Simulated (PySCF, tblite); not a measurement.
Isomers of C7H12NP, one GFN2-xTB conformer each. Single-point energies are computed at PBE0/pcSseg-1 (PySCF, gas phase, no added dispersion term), electronic only.

Task: Rank them by PBE0/pcSseg-1 energy, lowest first (kJ/mol).
A. `[CH3:1][CH2:2][c:3]1[cH:4][p:5][cH:6][n:7]1[CH2:8][CH3:9]` with C1–C2–C3–C4 -90°, C6–N7–C8–C9 -87°
B. `[CH3:1][c:2]1[cH:3][c:4]([CH3:5])[p:6]([NH2:7])[c:8]1[CH3:9]` with C4–P6–N7–H 96° and -31°
C. `[CH3:1][c:2]1[cH:3][n:4]([CH:5]([CH3:6])[CH3:7])[cH:8][p:9]1` with C3–N4–C5–C6 -62°
D. `[N:1]#[C:2][CH2:3][P:4]1[CH2:5][CH2:6][CH2:7][CH2:8][CH2:9]1` with C2–C3–P4–C5 -48°, C3–P4–C5–C6 161°, P4–C5–C6–C7 -66°, C5–C6–C7–C8 63°, C6–C7–C8–C9 -63°
E. `[CH2:1]=[CH:2][CH2:3][P:4]([CH3:5])[CH2:6][CH2:7][C:8]#[N:9]` with C1–C2–C3–P4 -112°, C2–C3–P4–C5 174°, C3–P4–C6–C7 -179°, P4–C6–C7–C8 -179°
F. `[CH3:1][CH2:2][c:3]1[cH:4][n:5]([CH2:6][CH3:7])[cH:8][p:9]1` with C1–C2–C3–C4 -92°, C4–N5–C6–C7 88°
G. `[CH3:1][c:2]1[cH:3][p:4][cH:5][n:6]1[CH:7]([CH3:8])[CH3:9]` with C5–N6–C7–C8 -62°
H. `[CH3:1][CH2:2][C@H:3]([CH3:4])[n:5]1[cH:6][cH:7][p:8][cH:9]1` with C1–C2–C3–C4 -176°, C2–C3–N5–C6 -119°
I. `[CH3:1][CH2:2][P:3]([CH3:4])[n:5]1[cH:6][cH:7][cH:8][cH:9]1` with C1–C2–P3–C4 170°, C2–P3–N5–C6 -127°

Result: G (0.0), C (2.8), H (7.1), A (7.8), I (8.6), F (9.4), D (17.3), B (42.1), E (117.1).

As drawn, the lowest has an aromatic ring, which the highest lacks; the highest has a C≡N group and a C=C bond outside aromatic rings, which the lowest lacks. Neighbours under 10 kJ/mol apart (Cc1cpcn1C(C)C and Cc1cn(C(C)C)cp1; Cc1cn(C(C)C)cp1 and CC[C@H](C)n1ccpc1; CC[C@H](C)n1ccpc1 and CCc1cpcn1CC; CCc1cpcn1CC and CCP(C)n1cccc1; others) can change places with a better method, another conformer or zero-point energy. GFN2-xTB itself gives, in the same order: 2.0, 6.4, 14.0, 10.2, 0.0, 12.4, 88.3, 78.1, 223.0. GFN2-xTB puts CCP(C)n1cccc1 lowest instead; measured from each level's own lowest isomer, the values differ by up to 105.9 kJ/mol (C=CCP(C)CCC#N: 223.0 against 117.1).

Task: Which frontier levels, dipoles and rotational constants go with these structures?

Result: 
```tsv
SMILES	HOMO (eV, PBE0/pcSseg-1)	LUMO (eV)	dipole (D)	A, B, C (MHz)
Cc1cpcn1C(C)C	-6.00	0.06	4.31	2060, 1112, 859.9
Cc1cn(C(C)C)cp1	-6.10	0.05	3.93	2542, 901.1, 780.5
CC[C@H](C)n1ccpc1	-6.25	-0.04	4.02	2342, 939.4, 858.9
CCc1cpcn1CC	-6.03	0.02	4.16	1686, 1254, 810.8
CCP(C)n1cccc1	-6.19	0.64	1.96	2146, 1063, 906.6
CCc1cn(CC)cp1	-6.17	-0.04	3.81	2343, 897.6, 735.4
N#CCP1CCCCC1	-7.13	0.24	2.64	2159, 994.7, 977.4
Cc1cc(C)p(N)c1C	-5.85	-0.94	1.62	1857, 1307, 841.8
C=CCP(C)CCC#N	-7.06	-0.04	4.00	1759, 769.1, 579.1
```

Task: What happens when harmonic zero-point energies from GFN2-xTB frequencies are added?

Result: 
| SMILES | ZPE (kJ/mol) | electronic (kJ/mol) | with ZPE (kJ/mol) |
| --- | --- | --- | --- |
| Cc1cpcn1C(C)C | 462.7 | 0.0 | 0.0 |
| Cc1cn(C(C)C)cp1 | 461.5 | 2.8 | 1.6 |
| CC[C@H](C)n1ccpc1 | 464.2 | 7.1 | 8.5 |
| CCc1cpcn1CC | 464.5 | 7.8 | 9.6 |
| CCP(C)n1cccc1 | 454.3 | 8.6 | 0.1 |
| CCc1cn(CC)cp1 | 463.3 | 9.4 | 9.9 |
| N#CCP1CCCCC1 | 460.6 | 17.3 | 15.2 |
| Cc1cc(C)p(N)c1C | 450.9 | 42.1 | 30.3 |
| C=CCP(C)CCC#N | 445.9 | 117.1 | 100.3 |

The zero-point energies span 18.6 kJ/mol. The lowest isomer stays, but the order above it changes.
